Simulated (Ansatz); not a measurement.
CH7FOSi2 (`OC(F)[SiH2][SiH3]`). Charge 0, multiplicity 1. The structure was optimised at the PBE0-D4/def2-TZVP level. It is one conformer, not always the lowest.

```xyz
12

O     1.519   -1.756   -1.116
C     0.355   -1.220   -0.615
F    -0.035   -1.917    0.534
Si    0.647    0.617   -0.150
Si   -1.207    1.406    1.040
H     1.337   -2.623   -1.496
H    -0.484   -1.340   -1.316
H     1.892    0.701    0.657
H     0.821    1.382   -1.415
H    -2.450    1.144    0.265
H    -1.084    2.873    1.253
H    -1.310    0.732    2.360
```

**Question.** What is the dipole moment at r2SCAN/def2-TZVPP? (Estimate.)

**Answer.** The calculation gave: 1.66 D, with components (-0.55, -0.32, -1.54) D in this frame, pointing from negative to positive charge.

**Question.** And with PBE, B3LYP, ωB97M-V? (An estimate is asked.)

**Answer.** The calculation gave: PBE 1.64 D, B3LYP 1.68 D, ωB97M-V 1.68 D.

**Question.** Give the Mulliken charges with r2SCAN, B3LYP, ωB97M-V in def2-TZVPP. (Best estimate.)

**Answer.** Ansatz gave: 
```json
{"atom": "O1", "r2SCAN": "-0.32", "B3LYP": "-0.30", "ωB97M-V": "-0.29"}
{"atom": "C2", "r2SCAN": "0.21", "B3LYP": "0.18", "ωB97M-V": "0.12"}
{"atom": "F3", "r2SCAN": "-0.24", "B3LYP": "-0.25", "ωB97M-V": "-0.23"}
{"atom": "Si4", "r2SCAN": "0.23", "B3LYP": "0.23", "ωB97M-V": "0.15"}
{"atom": "Si5", "r2SCAN": "0.17", "B3LYP": "0.15", "ωB97M-V": "0.04"}
{"atom": "H6", "r2SCAN": "0.20", "B3LYP": "0.19", "ωB97M-V": "0.18"}
{"atom": "H7", "r2SCAN": "0.05", "B3LYP": "0.08", "ωB97M-V": "0.10"}
{"atom": "H8", "r2SCAN": "-0.06", "B3LYP": "-0.05", "ωB97M-V": "-0.01"}
{"atom": "H9", "r2SCAN": "-0.07", "B3LYP": "-0.07", "ωB97M-V": "-0.02"}
{"atom": "H10", "r2SCAN": "-0.06", "B3LYP": "-0.06", "ωB97M-V": "-0.02"}
{"atom": "H11", "r2SCAN": "-0.06", "B3LYP": "-0.06", "ωB97M-V": "-0.02"}
{"atom": "H12", "r2SCAN": "-0.05", "B3LYP": "-0.05", "ωB97M-V": "-0.01"}
```

B3LYP here is the variant with VWN-RPA as its local correlation; programs differ in this.
